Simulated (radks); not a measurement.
Problem. The carbon ion C3+, [He] 2s1. Method: non-relativistic Kohn-Sham, PBE, spin-polarised, spherical densities, point nucleus; computed with a radial shooting solver on a logarithmic mesh with Libxc functionals. Every spin shell is full or empty, so the densities are truly spherical. Functionals are evaluated on that one density, not self-consistently. Rank these orbital-free kinetic functionals by their error against the exact value of the orbitals, and give that value: Thomas-Fermi, von Weizsacker, TF + vW/9, TF + vW/5, APBEK, Perdew 92, Pearson, LKT, PG1, DePristo-Kress, Ernzerhof.

Solution. Exact: 34.6755 hartree. From best to worst, with 100 (|E| - |E exact|)/|E exact| (equal figures are ties): DePristo-Kress -0.11, APBEK +0.32, TF + vW/9 +0.56, Perdew 92 +0.58, Ernzerhof +3.34, Pearson -3.95, von Weizsacker -5.49, TF + vW/5 +8.96, Thomas-Fermi -9.94, PG1 +48.54, LKT +55.87.
